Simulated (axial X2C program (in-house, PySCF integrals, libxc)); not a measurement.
**Which molecule has these constants?**

All values come from calculations with an in-house all-electron X2C program for linear molecules (integrals from PySCF), spin-free (one-electron X2C) or two-component (2c: spin–orbit coupling with atomic mean-field Coulomb and Gaunt terms, which also bring small scalar terms), in Dyall basis sets with cores contracted in-house; open shells are unrestricted.

A two-component CCSD(T) calculation in a Dyall 3-zeta basis gave Re = 1.489 Å, ωe = 2314.9 cm⁻¹, De = 3.08 eV, Ω = 1.

Task: Which molecule is it?
A. SeH⁺
B. NaSe⁺
C. LiSe⁺

Result: A. The others have LiSe⁺ 2.616 Å and 305.1 cm⁻¹ (Ω = 1); NaSe⁺ 2.963 Å and 153.6 cm⁻¹ (Ω = 1).

Frozen shells (counts by l): SeH⁺ Se 3s2p1d, H none, 6 electrons correlated; LiSe⁺ Se 3s2p1d, Li 1s, 6 electrons correlated; NaSe⁺ Se 3s2p1d, Na 1s, 14 electrons correlated. Coupled cluster in natural virtuals with an MP2 remainder. Where the outer core of a metal is frozen, bonds come out longer and ionisation energies lower.

Each entry is the lowest single determinant of a limited PBE0 search at one distance. De goes to single-determinant-based atoms at the same level (for ions the charge split of lowest energy) and is withheld (n/a) where an atom does not fit its ground term or J level. Main or longest-lived isotopes. One determinant is a doubtful description, or other states lie close, for SeH⁺, LiSe⁺, NaSe⁺; these need not be ground states, and all values refer to the states named. Some open-shell Ω = 0 determinants are out of reach, so the Ω given for SeH⁺, LiSe⁺, NaSe⁺ need not be the lowest component. With several unpaired electrons the Ω given is that of one determinant, not necessarily of the lowest component.
